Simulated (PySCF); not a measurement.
Labels have come off several samples. The candidates:

A. `InChI=1S/C8H12Si/c1-5-7-8(3,6-2)9-4/h2H,9H2,1,3-4H3/t8-/m1/s1`
B. `CC(=O)O[C@@H]1CO[C@@H]1F`
C. SMILES FC(F)(F)[C@]12C[C@H]1C2
D. `CCOc1cnccn1`

Spectrum 1. 13C{1H} NMR (computed): δ 137.1 (C), 34.2 (CH2), 9.5 (C), 9.1 (CH).

Spectrum 2. 13C{1H} NMR (computed): δ 176.3 (C), 118.8 (CH), 76.9 (CH2), 71.2 (CH), 22.5 (CH3).

Spectrum 3. 13C{1H} NMR (computed): δ 167.0 (C), 147.6 (CH), 142.0 (CH), 139.9 (CH), 66.2 (CH2), 16.6 (CH3).

Spectrum 4. 13C{1H} NMR (computed): δ 91.4 (C), 86.9 (C), 84.9 (C), 75.9 (CH), 28.0 (CH3), 15.0 (C), 5.0 (CH3), -8.0 (CH3).

[PySCF 2.14.0 with density-fitted response routines: GFN2-xTB structure; NMR shieldings at PBE0/pcSseg-1/GIAO; one conformer; non-relativistic; averaged over atoms made equivalent by symmetry, fast rotation or ring inversion; gas phase]

Chemical shifts δ = σref − σ; 13C (186.93 ppm) vs TMS, all at this level. Splittings of carbon signals by F and P are missing where no couplings were computed. Shifts are as computed. Against solution values, carbons near 30 ppm lie about +3 ppm off and those near 130 ppm about +5 ppm. Of 1211 compounds with measured shifts, 218 miss one by over three times the rms of a fit or turn the order of signals round; such compounds aren't used in these exercises.

Match each spectrum to its structure.

Answers

1–C, 2–B, 3–D, 4–A.

- Spectrum 1 (C): 4 13C signals; δC 137.1 is a CF3 carbon; δC 34.2 is a three-membered-ring carbon.
- Spectrum 2 (B): 5 13C signals; δC 176.3 is an ester carbonyl carbon; δC 118.8 is an sp3 CH bonded to F and O.
- Spectrum 3 (D): 6 13C signals; δC 167.0 is an aromatic carbon bearing oxygen; δC 147.6 is an aromatic CH next to a ring nitrogen.
- Spectrum 4 (A): 8 13C signals; δC 91.4 is an alkyne carbon; δC 86.9 is an alkyne carbon.
